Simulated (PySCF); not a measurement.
Identify the unknown among the candidates.

All candidates are C7H13N.

* 13C NMR: chemical shifts (computed TMS as zero) by class: 151.6 (1 C), 71.9 (1 C), 39.6 (2 C), 31.7 (1 C), 24.9 (2 C) ppm [GIAO PBE0/pcSseg-1]
* Rotational structure: rotational constants A, B, C: 3.406, 1.661, 1.418 GHz [GFN2-xTB]
* Dipole: 1.22 D [PBE0/pcSseg-1]
* NMR, other nuclei: isotropic shieldings of nuclei other than C and H, by class: -159 (1 N) ppm [GIAO PBE0/pcSseg-1]
* 1H NMR: chemical shifts (computed TMS as zero) by class: 7.82 (1 H), 7.25 (1 H), 3.23 (1 H), 2.42 (2 H), 1.92 (1 H), 1.69 (2 H), 1.55 (2 H), 1.45 (2 H), 1.35 (1 H) ppm [GIAO PBE0/pcSseg-1]

Gas-phase values; electronic properties from PySCF, density fitting. Levels stand in brackets. Geometry: GFN2-xTB, one conformer, isolated molecule. Each NMR value is the plain mean over a class of atoms that symmetry, rotation or inversion makes alike.

Task: Which candidate is it?
A. `C=NC1CCCCC1`
B. `C1CC2CCCN2C1`
C. `C/C=C(\C)C/C=N/C`

Result: A. It is `C=NC1CCCCC1`. Numbering: `[CH2:1]=[N:2][CH:3]1[CH2:4][CH2:5][CH2:6][CH2:7][CH2:8]1`. Its formula, C7H13N, gives 2 degrees of unsaturation: 1 ring and 1 π bond in the structure found. 7 carbons fall into 5 classes; from least to most shielded: imine carbon [C1] (151.6 ppm), ring sp3 carbon bound to nitrogen [C3] (71.9 ppm), ring CH2 carbon [C4/C8] (39.6 ppm, 2 C), ring CH2 carbon [C6] (31.7 ppm), ring CH2 carbon [C5/C7] (24.9 ppm, 2 C). Hydrogen classes from least to most shielded: 1 H on an imine carbon, C1 (7.82 ppm), 1 H on an imine carbon, C1 (7.25 ppm), 1 H on an sp3 carbon bound to nitrogen, C3 (3.23 ppm), 2 H on 2 ring CH2 carbons, C5/C7 (2.42 ppm), 1 H on a ring CH2 carbon, C6 (1.92 ppm), 2 H on 2 ring CH2 carbons, C4/C8 (1.69 ppm), 2 H on 2 ring CH2 carbons, C4/C8 (1.55 ppm), 2 H on 2 ring CH2 carbons, C5/C7 (1.45 ppm), 1 H on a ring CH2 carbon, C6 (1.35 ppm). The other shieldings belong to: -159 ppm, imine nitrogen [N2]. The optimised geometry has point group Cs and is an asymmetric top.

The others, at the same levels:
- `C1CC2CCCN2C1` fails: it has 4 carbon classes against 5; its computed 13C shifts are 66.8 (1 C), 58.3 (2 C), 37.3 (2 C), 27.1 (2 C) ppm, 1H shifts are 3.64 (1 H), 3.10 (2 H), 2.58 (2 H), 1.89 (2 H), 1.59 (2 H), 1.52 (2 H), 1.24 (2 H) ppm and rotational constant A is 3.659 GHz (against 3.406 GHz).
- `C/C=C(\C)C/C=N/C` fails: it has 7 carbon classes against 5; its computed 13C shifts are 165.7 (1 C), 137.9 (1 C), 130.7 (1 C), 52.7 (1 C), 50.7 (1 C), 17.5 (1 C), 14.9 (1 C) ppm, 1H shifts are 7.55 (1 H), 5.65 (1 H), 3.59 (3 H), 2.80 (2 H), 1.80 (3 H), 1.75 (3 H) ppm and rotational constant A is 4.555 GHz (against 3.406 GHz).

Each candidate is one conformer, not necessarily the lowest. Dipoles, sizes and rotational constants follow the conformer. The torsions of the flexible species, by atom-mapped SMILES:
- `[CH3:1]/[CH:2]=[C:3](\[CH3:4])[CH2:5]/[CH:6]=[N:7]/[CH3:8]`: C2–C3–C5–C6 106°, C3–C5–C6–N7 101°

The conformers of `C=NC1CCCCC1` and `C1CC2CCCN2C1` aren't listed.
